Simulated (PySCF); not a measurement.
How methods differ on the excitation energy of Ga

Ga [Ar] 3d10 4s2 4p1 (2P) → Ga [Ar] 3d10 4s2 5s1 (2S), as a difference of total energies. Computed with PySCF 2.14 in x2c-TZVPPall with one added diffuse shell each of s, p, d type (7s6p5d1f, 57 functions), with scalar relativity by spin-free X2C-1e. Correlated levels: valence: [Ar] 3d10 frozen; valence and next inner shell: [Ne] frozen. The calculations carry no spin-orbit coupling.

```csv
method,excitation energy (cm⁻¹),error (cm⁻¹)
UHF,24206,-32
LDA,24692,+454
PBE,23985,-253
PBE0,24546,+309
r2SCAN,26100,+1863
r2SCAN0,26140,+1902
wB97X,25425,+1188
PW91,24264,+27
B97-3,24373,+135
MP2 (valence),24575,+337
SCS-MP2 (valence),24591,+353
MP2 (valence and next inner shell),24986,+749
SCS-MP2 (valence and next inner shell),24777,+540
```

Reference: 24238 cm⁻¹ (measured; NIST levels, between the centres of gravity of the two terms).

Errors of the correlated levels include the incompleteness of this basis and the frozen core.

The promoted electron is Rydberg-like, and one or two diffuse shells describe it only roughly, which tends to raise the upper state.
